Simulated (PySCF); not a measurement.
C7H8NP.
InChI=1S/C7H8NP/c1-3-4-8-5-7(2)9-6-8/h1,5-6H,4H2,2H3

Torsions of this conformer, `[CH:1]#[C:2][CH2:3][n:4]1[cH:5][p:6][c:7]([CH3:8])[cH:9]1`: C2–C3–N4–C5 -87°.

The closed-shell ground state was solved at several levels (PySCF, density fitting, gas phase, non-relativistic). One conformer (not necessarily the lowest) at the GFN2-xTB geometry, without solvent, vibrations or thermal averaging.

```json
{"level": "CAM-B3LYP/def2-SVPD", "basis functions": "248", "total energy (Eh)": "-667.0719", "HOMO (eV)": "-7.46", "LUMO (eV)": "0.72", "gap (eV)": "8.18", "dipole (D)": "3.16"}
{"level": "PBE0/pcSseg-1", "basis functions": "200", "total energy (Eh)": "-667.0055", "HOMO (eV)": "-6.30", "LUMO (eV)": "-0.27", "gap (eV)": "6.03", "dipole (D)": "3.22"}
```

Problem. What might PBE0/def2-SVPD (248 basis functions) give for the same quantities?

Solution. Total energy -666.7349 Eh, HOMO -6.30 eV, LUMO -0.33 eV, gap 5.97 eV, dipole 3.20 D.

Problem. Over all these levels, which gives the widest orbital gap and which the narrowest?

Solution. CAM-B3LYP/def2-SVPD (range-separated hybrid) has the widest, 8.18 eV, and PBE0/def2-SVPD (global hybrid, 25 % exact exchange) the narrowest, 5.97 eV. The two share the basis. From the narrowest to the widest the HOMO moves by -1.16 eV and the LUMO by +1.05 eV.

Problem. How far do the dipole and the HOMO energy spread over the levels?

Solution. The dipole runs from 3.16 to 3.22 D (mean 3.19 D) and the HOMO from -7.46 to -6.30 eV.
